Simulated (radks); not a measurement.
Q: All-electron atom: I V in [Kr] 4d10 5s2 5p0.75 6s0.25 (fractional occupations, a model configuration). Calculated with a radial shooting solver on a logarithmic mesh with Libxc functionals: Dirac Kohn-Sham, PBE, spin-unpolarised, spherical densities, point nucleus; open shells are shared between the two j in proportion to 2j + 1. Some entries of the table are withheld. Estimate them.

| orbital | occ. | eigenvalue (hartree) | <1/r> (bohr^-1) |
|---|---|---|---|
| 1s1/2 | 2 | -1213.039 | 56.84 |
| 2s1/2 | 2 | -188.8155 | (1) |
| 2p1/2 | 2 | -177.2576 | 13.25 |
| 2p3/2 | 4 | -166.2784 | 12.22 |
| 3s1/2 | 2 | -39.48366 | 4.731 |
| 3p1/2 | 2 | (2) | 4.641 |
| 3p3/2 | 4 | (3) | 4.387 |
| 3d3/2 | 4 | -24.22579 | 4.241 |
| 3d5/2 | 6 | -23.79124 | 4.176 |
| 4s1/2 | 2 | -8.33382 | 1.903 |
| 4p1/2 | 2 | -6.66524 | (4) |
| 4p3/2 | 4 | -6.26165 | (5) |
| 4d3/2 | 4 | -3.57422 | (6) |
| 4d5/2 | 6 | -3.51027 | (7) |
| 5s1/2 | 2 | -2.14505 | (8) |
| 5p1/2 | 0.25 | -1.71183 | 0.6574 |
| 5p3/2 | 0.5 | -1.65160 | 0.6344 |
| 6s1/2 | 0.25 | -0.92903 | 0.3628 |

A: 
(1) 2s1/2 <1/r> (bohr^-1): 13.27
(2) 3p1/2 eigenvalue (hartree): -34.70621
(3) 3p3/2 eigenvalue (hartree): -32.63972
(4) 4p1/2 <1/r> (bohr^-1): 1.793
(5) 4p3/2 <1/r> (bohr^-1): 1.711
(6) 4d3/2 <1/r> (bohr^-1): 1.465
(7) 4d5/2 <1/r> (bohr^-1): 1.445
(8) 5s1/2 <1/r> (bohr^-1): 0.7393
